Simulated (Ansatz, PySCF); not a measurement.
C3H5FOSi, SMILES C([Si@H](F)CO)#C. Atoms are numbered in the order given.

```xyz
11

C      2.3387     0.4405    -1.1270
C      1.4201     0.2235    -0.3621
Si    -0.0293    -0.0871     0.7306
F      0.1655    -1.5315     1.4590
C     -1.5315    -0.0934    -0.3973
O     -1.5184     1.1282    -1.1283
H      3.1620     0.6309    -1.7962
H     -0.0971     0.9537     1.7815
H     -1.5504    -0.9852    -1.0542
H     -2.4654    -0.1144     0.1871
H     -0.7223     1.1379    -1.6752
```

The structure is a stationary point at ωB97X-D3(BJ)/def2-SVP. The structure was generated by enumeration; whether it is a known compound was not checked. One conformer was computed; it need not be the lowest.

Two levels are set side by side: PBE-D3(BJ)/def2-SVP (Ansatz, a quantum-chemistry and plane-wave program) and ωB97X-D3(BJ)/def2-SVP (PySCF). Each level has its own optimised geometry; the coordinates shown are those of the second. Frequencies come from the Hessian of PySCF at each geometry. Differences are taken from unrounded values.

| quantity | ωB97X-D3(BJ) |
|---|---|
| mean bond length (Å) | 1.372 |
| bond C1–C2 (Å) | 1.215 |
| bond C2–Si3 (Å) | 1.842 |
| bond Si3–F4 (Å) | 1.629 |
| bond Si3–C5 (Å) | 1.878 |
| bond C5–O6 (Å) | 1.424 |
| bond C1–H7 (Å) | 1.078 |
| bond Si3–H8 (Å) | 1.481 |
| bond C5–H9 (Å) | 1.108 |
| bond C5–H10 (Å) | 1.102 |
| bond O6–H11 (Å) | 0.966 |
| highest harmonic wavenumber (cm⁻¹) | 3858 |
| mean harmonic wavenumber (cm⁻¹) | 1210 |
| zero-point energy (kcal/mol) | 46.71 |

**Question.** What does PBE-D3(BJ) give, and how far is it from ωB97X-D3(BJ)? (The exact figures need the calculation; the answer reports its results.)

**Answer.** 
```csv
quantity,PBE-D3(BJ),PBE-D3(BJ) minus ωB97X-D3(BJ)
mean bond length (Å),1.382,0.010
bond C1–C2 (Å),1.230,0.015
bond C2–Si3 (Å),1.842,0.001
bond Si3–F4 (Å),1.643,0.014
bond Si3–C5 (Å),1.894,0.015
bond C5–O6 (Å),1.428,0.005
bond C1–H7 (Å),1.083,0.005
bond Si3–H8 (Å),1.495,0.015
bond C5–H9 (Å),1.118,0.010
bond C5–H10 (Å),1.110,0.008
bond O6–H11 (Å),0.978,0.012
highest harmonic wavenumber (cm⁻¹),3653,-204
mean harmonic wavenumber (cm⁻¹),1156,-54
zero-point energy (kcal/mol),44.61,-2.10
```

GGA bonds tend to be longer and softer than those of functionals with exact exchange. Differences between two approximate levels are no errors against the true value.
